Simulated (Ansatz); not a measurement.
A nudged elastic band was laid between two geometries of CH3NOSi (7 atoms, charge 0, multiplicity 1).

These are results of RKS B3LYP/cc-pVDZ (Ansatz 0.2.0), not measurements.

```
movable images  : 2
climbing image  : no
spring          : 5.0 eV/Å²
optimiser       : quadratic models (default)
start path      : through a guess of the saddle point
force threshold : 0.03 eV/Å
iteration limit : 60
end points      : relaxed
```

Image 0:

```xyz
7
Properties=species:S:1:pos:R:3
N -1.099 -1.587 -0.415
C -0.315 -0.669 -0.063
O 0.771 -0.743 0.777
Si 0.582 0.920 0.199
H -1.813 -1.217 -1.051
H 0.202 1.902 1.249
H 1.672 1.393 -0.696
```

Image 3:

```xyz
7
Properties=species:S:1:pos:R:3
N -1.421 -1.028 -0.806
C -0.479 -0.404 -0.257
O 0.548 -0.764 0.615
Si 0.626 0.961 0.221
H -1.398 -2.022 -0.524
H 0.327 1.883 1.348
H 1.797 1.374 -0.596
```

Problem. What changes between the two ends?

Solution. No bond is made or broken. The dihedral H5–N1–C2–O3 goes from 180 to 0°.

Problem. What energy profile does the band end with?

Solution. The forces met the threshold. The highest image is number 2 of 0 to 3, 0.56 eV above the first end and 0.56 eV above the last; the last end lies 0.01 eV above the first. The dihedral H5–N1–C2–O3 jumps by 179° between images 1 and 2, so the path isn't resolved there. No image climbed, so the highest image needn't sit at the top of the path. A band with more images between the same ends climbed to 0.93 eV, so this one has probably stepped over the top. So few images can step over the top or miss a turn of the path.

```csv
image,path coordinate (Å),energy (eV),dihedral H5–N1–C2–O3 (°)
0,0.00,0.00,180
1,0.59,0.52,-180
2,1.18,0.56,0
3,1.77,0.01,0
```

Problem. What is the geometry of the highest image?

Solution. 
```xyz
7
Properties=species:S:1:pos:R:3
N -1.302 -1.109 -0.682
C -0.356 -0.537 -0.144
O 0.754 -0.754 0.648
Si 0.608 0.993 0.234
H -1.754 -1.989 -0.834
H 0.339 1.881 1.401
H 1.711 1.515 -0.624
```

The run took 48 s on 1 thread of Arm Neoverse V2, on a shared host, peak memory 0.14 GiB.
